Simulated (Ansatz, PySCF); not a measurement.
The pair A = H2O (SMILES O) (first 3 atoms), B = C2H3N (SMILES CC#N); geometry from B3LYP-D3(BJ)/def2-TZVP.
(charge 0, multiplicity 1):
| atom | x (Å) | y (Å) | z (Å) |
|---|---|---|---|
| O | -0.1208 | 0.1615 | -0.8812 |
| H | 0.0224 | 0.1125 | 0.0755 |
| H | -1.0409 | 0.4239 | -0.9777 |
| C | 0.8302 | -0.1501 | 4.6360 |
| C | 0.4601 | -0.0354 | 3.2357 |
| N | 0.1701 | 0.0545 | 2.1288 |
| H | 1.2391 | -1.1411 | 4.8335 |
| H | 1.5824 | 0.5985 | 4.8855 |
| H | -0.0446 | 0.0036 | 5.2681 |

Correlated levels freeze the cores. CBS: X⁻³ extrapolation of the correlation energy, Hartree–Fock from the larger set. MP2 and its Hartree–Fock in aug-cc-pVTZ are density fitted.

Codes used: Ansatz (Gaussian orbitals); PySCF for the dispersion terms. Values without a source in brackets are computed.

The monomers are drawn apart, rigid, along the line of their centres of mass. Counterpoise-corrected interaction energies (kcal/mol):

| level | R = 5.112 Å | R = 5.936 Å |
|---|---|---|
| PBE/def2-TZVPPD | -2.8269 | -1.4293 |
| PBE-D3(BJ)/def2-TZVPPD | -3.0603 | -1.5239 |
| wB97M-V/def2-TZVPPD | -2.8670 | -1.4833 |
| MP2/CBS(aug-cc-pVDZ, aug-cc-pVTZ) + ΔCCSD(T)/aug-cc-pVDZ | -2.8828 | -1.4682 |

Q: R is the distance of the centres of mass. Find the local exponent m of E ∝ R⁻ᵐ between the two points.

A: 
m = ln(E₁/E₂)/ln(R₂/R₁): PBE/def2-TZVPPD 4.6; PBE-D3(BJ)/def2-TZVPPD 4.7; wB97M-V/def2-TZVPPD 4.4; MP2/CBS(aug-cc-pVDZ, aug-cc-pVTZ) + ΔCCSD(T)/aug-cc-pVDZ 4.5. For scale, two fixed dipoles give m = 3, dipole and quadrupole 4, quadrupoles 5, and dispersion or dipole-induced dipole 6 at long range; at these distances several terms mix, and what is left of overlap and damping shifts m, so it need not match one of them.

Ansatz is a quantum-chemistry and plane-wave program.
